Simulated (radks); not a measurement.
The numbers below are computed, except where a source is named.
Species: Tc VI. Configuration: [Ar] 3d10 4s1.75 4p6 4d2 4f0.25 (fractional occupations, a model configuration). Level of theory: Dirac Kohn-Sham, PBEsol, spin-unpolarised, spherical densities, point nucleus; open shells fill j = l - 1/2 first (a radial shooting solver on a logarithmic mesh with Libxc functionals). Some entries of the table are withheld. Estimate them.

orbital  occ.  eigenvalue (eV)  <r^2> (bohr^2)
1s1/2       2        -20914.28        0.001588
2s1/2       2        -3042.664             (1)
2p1/2       2        -2811.546         0.01984
2p3/2       4        -2693.405         0.02120
3s1/2       2        -585.7245          0.1975
3p1/2       2              (2)             (3)
3p3/2       4              (4)             (5)
3d3/2       4        -320.0563          0.1885
3d5/2       6        -316.2415          0.1916
4s1/2    1.75        -137.4274           1.200
4p1/2       2        -110.5546             (6)
4p3/2       4        -107.2969             (7)
4d3/2       2         -65.7277           2.128
4d5/2       0         -65.2864           2.155
5s1/2       0         -49.5209           5.854
5p1/2       0         -41.6613           7.163
5p3/2       0         -40.9469           7.404
4f5/2    0.25         -29.6614           6.057
4f7/2       0         -29.6495           6.066
5d3/2       0         -29.2508           11.50
5d5/2       0         -29.1466           11.59
5f5/2       0         -17.8285           24.11
5f7/2       0         -17.8222           24.13

Answer. 
(1) 2s1/2 <r^2> (bohr^2): 0.02634
(2) 3p1/2 eigenvalue (eV): -496.9465
(3) 3p1/2 <r^2> (bohr^2): 0.1947
(4) 3p3/2 eigenvalue (eV): -477.1429
(5) 3p3/2 <r^2> (bohr^2): 0.2047
(6) 4p1/2 <r^2> (bohr^2): 1.383
(7) 4p3/2 <r^2> (bohr^2): 1.444
